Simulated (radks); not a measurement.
Values are calculated unless marked as measured or tabulated.
Problem. The mean radii <r> (bohr) of the occupied orbitals of an atom or ion are listed with their occupations. Code: a radial shooting solver on a logarithmic mesh with Libxc functionals. Model: scalar-relativistic Kohn-Sham, PBEsol, spin-polarised, spherical densities, finite nucleus; Fermi nuclear charge, rms radius of each element as measured or else 0.836 A^(1/3) + 0.57 fm.

orbital  occ.      <r>
1s up       1  0.01716
1s down     1  0.01716
2s up       1  0.07238
2s down     1  0.07238
2p up       3  0.06523
2p down     3  0.06523
3s up       1   0.1871
3s down     1   0.1871
3p up       3   0.1881
3p down     3   0.1881
3d up       5   0.1704
3d down     5   0.1704
4s up       1   0.4148
4s down     1   0.4147
4p up       3   0.4413
4p down     3   0.4411
4d up       5   0.4665
4d down     5   0.4659
5s up       1   0.8991
5s down     1   0.8976
4f up       7   0.5031
4f down     7   0.5010
5p up       3   0.9918
5p down     1   0.9918

Name the element and its charge. Open shells, if any, are filled with parallel spins first.

Solution. Z = 78, platinum, charge +12: Pt12+ in [Kr] 4d10 4f14 5s2 5p4. The 1s radius gives Z: for a bare nucleus <r> = (2 gamma + 1)/(2Z) with gamma = sqrt(1 - (Z/c)^2), 0.01695 bohr for Z = 78, and screening makes it slightly larger (0.01716 here). The occupations add up to 66, and the charge is Z minus that.
